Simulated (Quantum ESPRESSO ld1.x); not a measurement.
ld1.x (Quantum ESPRESSO 7.5) input

```
 &input
    zed=67.0,
    iswitch=1,
    rel=2,
    dft='PW86PBE',
    config='[Kr] 4d10 4f9 5s2 5p5.75 6p0.25 6s0 5d0',
    rel_dist='average',
    verbosity='high',
    lsmall=.true.,
    prefix='ld1',
    max_out_wfc=37,
    file_charge='ld1.rho',
 /
```

Output (excerpt):

```
     Program LD1 v.7.5 starts

     --------------------------- All-electron run ----------------------------

     dirac relativistic calculation

     atomic number is 67.00
     dft =PW86PBE   lsd =0 sic =0 latt =0  beta=0.20 tr2=1.0E-14
     Exchange-correlation= PW86PBE
                           (   1   4  21   4   0   0   0)
     mesh =2103 r(mesh) = 100.61561 a.u. xmin = -8.00 dx = 0.00800
     1 Ry =  13.60569312 eV, c = 137.03599908

     n l j   nl                  e(Ry)          e(Ha)          e(eV)
     Spin orbit split results
     1 0 0.5 1S 1( 2.00)   -4079.178908308   -2039.589454154 -55500.0564202
     2 0 0.5 2S 1( 2.00)    -685.315438344    -342.657719172  -9324.1915466
     2 1 0.5 2P 1( 2.00)    -652.243985567    -326.121992783  -8874.2315089
     2 1 1.5 2P 1( 4.00)    -589.268294332    -294.634147166  -8017.4035798
     3 0 0.5 3S 1( 2.00)    -156.444317232     -78.222158616  -2128.5333711
     3 1 0.5 3P 1( 2.00)    -142.003064882     -71.001532441  -1932.0501233
     3 1 1.5 3P 1( 4.00)    -128.848778287     -64.424389143  -1753.0769366
     4 0 0.5 4S 1( 2.00)     -34.299463589     -17.149731795   -466.6679759
     4 1 0.5 4P 1( 2.00)     -28.557024941     -14.278512471   -388.5381179
     4 1 1.5 4P 1( 4.00)     -25.596961864     -12.798480932   -348.2644080
     3 2 1.5 3D 1( 4.00)    -104.167727441     -52.083863720  -1417.2741329
     3 2 2.5 3D 1( 6.00)    -101.297436872     -50.648718436  -1378.2218402
     4 2 1.5 4D 1( 4.00)     -16.150295674      -8.075147837   -219.7359668
     4 2 2.5 4D 1( 6.00)     -15.609035887      -7.804517944   -212.3717522
     4 3 2.5 4F 1( 3.86)      -4.250208419      -2.125104210    -57.8270315
     4 3 3.5 4F 1( 5.14)      -4.167980015      -2.083990008    -56.7082570
     5 0 0.5 5S 1( 2.00)      -7.237573817      -3.618786909    -98.4722083
     5 1 0.5 5P 1( 1.92)      -5.581263493      -2.790631747    -75.9369583
     5 1 1.5 5P 1( 3.83)      -5.138858960      -2.569429480    -69.9177380
     6 1 0.5 6P 1( 0.08)      -2.056766753      -1.028383377    -27.9837373
     6 1 1.5 6P 1( 0.17)      -1.964275725      -0.982137863    -26.7253327
     6 0 0.5 6S 1( 0.00)      -2.507215074      -1.253607537    -34.1123989
     5 2 1.5 5D 1( 0.00)      -2.903761942      -1.451880971    -39.5076939
     5 2 2.5 5D 1( 0.00)      -2.854647330      -1.427323665    -38.8394556
     Averaged results
     1 0     1S 1( 2.00)   -4079.178908308   -2039.589454154 -55500.0564202
     2 0     2S 1( 2.00)    -685.315438344    -342.657719172  -9324.1915466
     2 1     2P 1( 6.00)    -610.260191410    -305.130095705  -8303.0128895
     3 0     3S 1( 2.00)    -156.444317232     -78.222158616  -2128.5333711
     3 1     3P 1( 6.00)    -133.233540485     -66.616770243  -1812.7346655
     4 0     4S 1( 2.00)     -34.299463589     -17.149731795   -466.6679759
     4 1     4P 1( 6.00)     -26.583649556     -13.291824778   -361.6889780
     3 2     3D 1(10.00)    -102.445553100     -51.222776550  -1393.8427573
     4 2     4D 1(10.00)     -15.825539802      -7.912769901   -215.3174380
     4 3     4F 1( 9.00)      -4.203220760      -2.101610380    -57.1877318
     5 0     5S 1( 2.00)      -7.237573817      -3.618786909    -98.4722083
     5 1     5P 1( 5.75)      -5.286327138      -2.643163569    -71.9241448
     6 1     6P 1( 0.25)      -1.995106068      -0.997553034    -27.1448009
     6 0     6S 1( 0.00)      -2.507215074      -1.253607537    -34.1123989
     5 2     5D 1( 0.00)      -2.874293175      -1.437146587    -39.1067509

     final scf error:  5.1E-15 reached in  27 iterations

     Etot =  -25250.386162 Ry,  -12625.193081 Ha, -343549.005351 eV

     Ekin =   27791.621900 Ry,   13895.810950 Ha,  378124.278964 eV
     Encl =  -62117.452649 Ry,  -31058.726324 Ha, -845150.998323 eV
     Eh   =    9615.836773 Ry,    4807.918386 Ha,  130830.124251 eV
     Exc  =    -540.392186 Ry,    -270.196093 Ha,   -7352.410243 eV

     normalization and overlap integrals

     s(1S/1S) =  1.000000  <r> =   0.0207  <r2> =    0.0006  r(max) =   0.0131
     LC norm =  0.93721546 + SC norm =  0.06278454 =  1.00000000
     s(2S/2S) =  1.000000  <r> =   0.0875  <r2> =    0.0091  r(max) =   0.0745
     LC norm =  0.98602251 + SC norm =  0.01397749 =  1.00000000
     s(2P/2P) =  1.000000  <r> =   0.0729  <r2> =    0.0066  r(max) =   0.0568
     LC norm =  0.98597432 + SC norm =  0.01402568 =  1.00000000
     s(2P/2P) =  1.000000  <r> =   0.0801  <r2> =    0.0078  r(max) =   0.0625
     LC norm =  0.98709224 + SC norm =  0.01290776 =  1.00000000
     s(3S/3S) =  1.000000  <r> =   0.2293  <r2> =    0.0602  r(max) =   0.2108
     LC norm =  0.99551081 + SC norm =  0.00448919 =  1.00000000
     s(3P/3P) =  1.000000  <r> =   0.2191  <r2> =    0.0559  r(max) =   0.1994
     LC norm =  0.99557464 + SC norm =  0.00442536 =  1.00000000
     s(3P/3P) =  1.000000  <r> =   0.2326  <r2> =    0.0627  r(max) =   0.2108
     LC norm =  0.99588805 + SC norm =  0.00411195 =  1.00000000
     s(4S/4S) =  1.000000  <r> =   0.5175  <r2> =    0.3023  r(max) =   0.4845
     LC norm =  0.99855855 + SC norm =  0.00144145 =  1.00000000
     s(4P/4P) =  1.000000  <r> =   0.5270  <r2> =    0.3161  r(max) =   0.4884
     LC norm =  0.99864024 + SC norm =  0.00135976 =  1.00000000
     s(4P/4P) =  1.000000  <r> =   0.5572  <r2> =    0.3531  r(max) =   0.5124
     LC norm =  0.99875273 + SC norm =  0.00124727 =  1.00000000
     s(3D/3D) =  1.000000  <r> =   0.2054  <r2> =    0.0496  r(max) =   0.1685
     LC norm =  0.99601153 + SC norm =  0.00398847 =  1.00000000
     s(3D/3D) =  1.000000  <r> =   0.2096  <r2> =    0.0515  r(max) =   0.1712
     LC norm =  0.99610110 + SC norm =  0.00389890 =  1.00000000
     s(4D/4D) =  1.000000  <r> =   0.5856  <r2> =    0.3977  r(max) =   0.5165
     LC norm =  0.99892707 + SC norm =  0.00107293 =  1.00000000
     s(4D/4D) =  1.000000  <r> =   0.5962  <r2> =    0.4119  r(max) =   0.5248
     LC norm =  0.99895753 + SC norm =  0.00104247 =  1.00000000
     s(4F/4F) =  1.000000  <r> =   0.7375  <r2> =    0.6868  r(max) =   0.5124
     LC norm =  0.99932517 + SC norm =  0.00067483 =  1.00000000
     s(4F/4F) =  1.000000  <r> =   0.7467  <r2> =    0.7047  r(max) =   0.5165
     LC norm =  0.99933743 + SC norm =  0.00066257 =  1.00000000
     s(5S/5S) =  1.000000  <r> =   1.2235  <r2> =    1.6776  r(max) =   1.1133
     LC norm =  0.99967771 + SC norm =  0.00032229 =  1.00000000
     s(5P/5P) =  1.000000  <r> =   1.3447  <r2> =    2.0374  r(max) =   1.1964
     LC norm =  0.99973392 + SC norm =  0.00026608 =  1.00000000
     s(5P/5P) =  1.000000  <r> =   1.4262  <r2> =    2.2899  r(max) =   1.2653
     LC norm =  0.99976121 + SC norm =  0.00023879 =  1.00000000
     s(6P/6P) =  1.000000  <r> =   3.0867  <r2> =   10.6099  r(max) =   2.8844
     LC norm =  0.99993404 + SC norm =  0.00006596 =  1.00000000
     s(6P/6P) =  1.000000  <r> =   3.2223  <r2> =   11.5586  r(max) =   3.0505
     LC norm =  0.99993812 + SC norm =  0.00006188 =  1.00000000
     s(6S/6S) =  1.000000  <r> =   2.7387  <r2> =    8.3362  r(max) =   2.5582
     LC norm =  0.99991985 + SC norm =  0.00008015 =  1.00000000
     s(5D/5D) =  1.000000  <r> =   1.8645  <r2> =    3.9616  r(max) =   1.5957
     LC norm =  0.99986132 + SC norm =  0.00013868 =  1.00000000
     s(5D/5D) =  1.000000  <r> =   1.8957  <r2> =    4.0928  r(max) =   1.6214
     LC norm =  0.99986549 + SC norm =  0.00013451 =  1.00000000

     LC charge = 62.66393514 + SC charge =  0.33606486 = 63.00000000

     ------------------------ End of All-electron run ------------------------
```

Run on one thread of a shared host, so times are rough (Intel(R) Xeon(R) Processor @ 2.60GHz): 0.82 s of CPU time, 0.86 s wall, 27 iterations on 2103 mesh points.
